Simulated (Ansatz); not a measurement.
Total energies of `c1ccc(-c2ccc(-c3ccc(-c4ccccc4)cc3)cc2)cc1` from Ansatz at PBE-D4/def2-TZVP, gas phase (1 Eh = 27.2114 eV = 2625.5 kJ/mol). The reference geometry is relaxed at r2SCAN-D4/def2-SVP.

```tsv
state	geometry	energy (Eh)
charge 0 singlet	reference	-924.59460
charge 1 doublet	reference	-924.33838
charge -1 doublet	reference	-924.62110
free C atom (triplet)	–	-37.79597
free H atom (doublet)	–	-0.49962
```

Single mean-field runs in def2-TZVP are fitted with def2-universal-jkfit.

Work out the vertical ionisation energy to the doublet.

E(charge 1 doublet) − E(charge 0 singlet) = -924.33838 − (-924.59460) = 0.25622 Eh = 6.97 eV. For comparison, −ε of the highest occupied level is 5.28 eV at this level, 1.69 eV less.

Work out the vertical electron affinity, to the doublet.

E(charge 0 singlet) − E(charge -1 doublet) = -924.59460 − (-924.62110) = 0.02650 Eh = 0.72 eV. The basis lacks diffuse functions, which makes affinities too small.

Give the fundamental gap IE − EA, the Mulliken electronegativity (IE + EA)/2 and the hardness (IE − EA)/2.

From the values in Eh: IE − EA = 0.25622 − 0.02650 = 0.22972 Eh = 6.25 eV; (IE + EA)/2 = 3.85 eV; (IE − EA)/2 = 3.13 eV. The HOMO–LUMO gap of the same run is 3.02 eV, 3.23 eV smaller than the fundamental gap.

What is the binding energy per atom against free atoms?

Atoms: 24 × (-37.79597) + 18 × (-0.49962) = -916.09644 Eh. Binding: -916.09644 − (-924.59460) = 8.49816 Eh = 231.25 eV, or 5.51 eV for each of 42 atoms (no zero-point energy, no counterpoise term).

At PBE-D4/def2-TZVP the highest occupied level of the charge -1 doublet lies above zero (up to 0.90 eV). By energy differences its removal costs 0.72 eV (vertical, to the charge 0 singlet, at PBE-D4/def2-TZVP); self-interaction error and the lack of diffuse functions both raise the level.
